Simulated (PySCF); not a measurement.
# Checking a proposed structure

A compound C3H8O3Si2 gives the data below (simulated from a calculation) and was assigned the structure `C=CO[Si@@](O)([SiH3])C=O`.

$^{13}$C{$^{1}$H} NMR (computed): δ 48.0 (C), 14.4 (CH2), 12.4 (CH2).

$^{1}$H NMR (400 MHz, computed): δ 5.00 (m, 1H), 4.94 (m, 1H), 4.26 (s, 1H), 2.45 (br s, 1H), 1.10 (m, 1H), 1.09 (m, 1H), 0.41 (m, 1H), 0.28 (m, 1H).

Level of theory: PBE0/pcSseg-1 with gauge-including orbitals, GFN2-xTB geometry, in PySCF 2.14.0 with density-fitted response routines (gas phase, single conformer, non-relativistic Hamiltonian).

References, each an isolated molecule treated in the same way: TMS for $^{1}$H, $^{13}$C.

(1) Compare with the shifts computed for the proposed structure, pairing carbons in order of shift.

(2) Which isomer fits?

Results:

(1) Structure with atom numbers: `[CH2:1]=[CH:2][O:3][Si@@:4]([OH:5])([SiH3:6])[CH:7]=[O:8]`. Each H is labelled by its parent atom.

```json
{"atom": "C7", "computed for proposal": "252.3", "given list": "48.0", "difference": "+204.3"}
{"atom": "C2", "computed for proposal": "154.7", "given list": "14.4", "difference": "+140.3"}
{"atom": "C1", "computed for proposal": "99.5", "given list": "12.4", "difference": "+87.1"}
```

The rms difference is 151.6 ppm and the largest +204.3 ppm at C7 (carbonyl carbon). The carbon types in order of shift don't match either: CH, CH, CH2 for the proposal against C, CH2, CH2 in the data. The proposal doesn't fit.

(2) `O[Si@H]1O[SiH2]C2(CC2)O1`.

- Carbon types of the structure: 1 × C, 2 × CH2, leaving 4 H on heteroatoms.
- δC 48.0, 14.4, 12.4: three-membered-ring carbon.
- δH 4.26: hydrogen on a silicon bonded to 3 O, in a 5-membered ring.
- δH 2.45: hydrogen on an oxygen bonded to Si; exchangeable; this is the value without hydrogen bonding to other molecules.
- δH 1.10, 1.09, 0.41, 0.28: hydrogen on a three-membered-ring carbon; cyclopropane-type protons are shielded by the ring.

The data come from this structure; uniqueness wasn't tested.

OH/NH shifts are gas-phase values; hydrogen bonding in solution moves them, usually downfield. Shifts are as computed. Against solution values, carbons near 30 ppm lie about +3 ppm off and those near 130 ppm about +5 ppm. Of 1211 compounds with measured shifts, 218 miss one by over three times the rms of a fit or turn the order of signals round; such compounds aren't used in these exercises. No couplings were computed; multiplicities are counted from neighbouring protons, with m where these are inequivalent, close in shift, in a saturated or five-membered ring or joined by F or P, and br s for small geminal =CH2 splittings.
